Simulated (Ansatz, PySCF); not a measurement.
Pair of molecules: C2H2 (SMILES C#C) (first 4 atoms) with H2S (SMILES S); geometry from B3LYP-D3(BJ)/def2-TZVP, rigid monomers moved along the line of their centres of mass till C2···H7 is 3.04 Å.
(charge 0, multiplicity 1):
```
atom    x (Å)    y (Å)    z (Å)
----  -------  -------  -------
C     -0.5123   0.7521   0.1693
C     -0.5379  -0.4381   0.0418
H     -0.4887   1.8089   0.2820
H     -0.5590  -1.4951  -0.0700
S      1.1328  -0.4014   4.0639
H     -0.1209  -0.4168   4.5438
H      0.7107  -0.2039   2.8029
```

Counterpoise-corrected where a basis set is named; no monomer relaxation. Rows marked so take none.

Correlated levels freeze the cores. CBS(a, b) extrapolates the correlation energy as X⁻³ and adds the Hartree–Fock energy of set b. Rows in 6-31G* carry no dispersion term and start afresh at each structure (6-31G* with six Cartesian d functions).

Codes used: Ansatz (a quantum-chemistry and plane-wave program) with Gaussian orbitals; PySCF for 6-31G* rows, the dispersion terms. Values without a source in brackets are computed.

| level | interaction energy (kcal/mol) |
|---|---|
| HF/6-31G* (no counterpoise) | -1.01 |
| HF/aug-cc-pV(D+d)Z | -0.55 |
| HF/aug-cc-pV(T+d)Z | -0.53 |
| PBE-D3(BJ)/def2-TZVPPD | -1.75 |
| M06-2X/6-31G* (no counterpoise) | -1.68 |
| MP2/aug-cc-pV(D+d)Z | -1.39 |
| SCS-MP2/aug-cc-pV(D+d)Z | … |
| CCSD(T)/aug-cc-pV(D+d)Z | … |
| CCSD(T)/CBS(aug-cc-pV(D+d)Z, aug-cc-pV(T+d)Z) | -1.42 |

Q: Complete the blanks.

A: 
- SCS-MP2/aug-cc-pV(D+d)Z, interaction energy (kcal/mol): -1.13
- CCSD(T)/aug-cc-pV(D+d)Z, interaction energy (kcal/mol): -1.23
